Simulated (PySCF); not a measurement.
Molecule: `c1ccc2sccc2c1`, C8H6S.

Bonds (- single, = double, # triple, : aromatic): C1:C2, C2:C3, C3:C4, C4:S5, S5:C6, C6:C7, C7:C8, C8:C9, C9:C1, C8:C4. C1 carries H10; C2 carries H11; C3 carries H12; C6 carries H13; C7 carries H14; C9 carries H15.

Frames of a GFN2-xTB Langevin trajectory at 200 K; GIAO PBE0/pcSseg-1 shieldings in PySCF 2.14, gas phase, non-relativistic; equivalent atoms averaged within each frame.

Shifts are taken against calculated references (same method and geometry level): $^{13}$C (σ = 186.93 ppm) and $^{1}$H (σ = 31.72 ppm) vs TMS; $^{33}$S (σ = 503.73 ppm) vs CS2. The references are static minima.

**Question.** How do the shifts (ppm) fluctuate along the trajectory?

**Answer.** 
```
         time (fs)     C4     C8     C3     C6     C2     C9     C1     C7   S5   H12
optimised geometry  148.2  143.4  127.9  135.3  129.1  129.1  129.4  128.5  181  8.14
               250  152.4  142.8  137.1  134.8  133.8  131.7  128.8  128.6  214  8.58
               425  146.2  145.3  127.0  131.7  135.8  124.1  131.3  124.2  183  8.40
               625  147.8  145.3  133.8  135.1  128.9  136.5  130.8  127.2  197  9.29
               800  159.1  135.8  131.5  130.4  127.5  124.2  126.4  125.3  185  8.50
              1000  154.9  145.9  132.4  136.1  136.6  127.0  134.4  130.9  187  8.04
    mean of frames  152.1  143.0  132.4  133.6  132.5  128.7  130.4  127.2  193  8.56
standard deviation    5.2    4.2    3.7    2.4    4.1    5.4    3.0    2.6   13  0.46
```

5 frames give an uncertainty of the mean of about the standard deviation over 2.2 at best, since frames this close in time may not be independent; classical motion lacks zero-point vibration, and the reference would need the same averaging.
